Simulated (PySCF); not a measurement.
Trend along the fifth-period p block: MS anions

PBE with double-zeta basis sets in PySCF, for the lowest determinant that a PBE0 search found; no spin–orbit coupling. De refers to high-spin ground-configuration atoms (the charge goes to the atom of lower measured ionisation energy or higher electron affinity, which is not always the lowest computed limit). A positive dipole points towards S; it is taken about the centre of mass and depends on that origin.

```
 M      basis  charged atom  state (unpaired electrons)  Re (Å)  ωe (cm⁻¹)  De (eV)  μ (D)
In  def2-SVPD            S−      singlet (closed shell)   2.379        360     3.84  -5.20
Sn  def2-SVPD            S−               doublet (π ↑)   2.369        379     3.83  -4.21
Sb  def2-SVPD            S−              triplet (π ↑↑)   2.372        387     3.39  -4.04
```

The shortest bond is that of SnS⁻ (2.369 Å), the longest that of InS⁻ (2.379 Å).

The state changes along the series, so neighbouring rows are not always alike in their bonding.

These are scalar-relativistic numbers at best; spin–orbit coupling would shift them, the dissociation energy most. For an ion De counts to the pair picked by the measured ionisation energies or electron affinities, which need not be the lowest pair at this level. The highest Kohn–Sham level is positive in some of these anions. Much of that is self-interaction error, but it also means that the finite basis helps to hold the extra electron. States were picked by a PBE0 search and need not be the measured ground states.
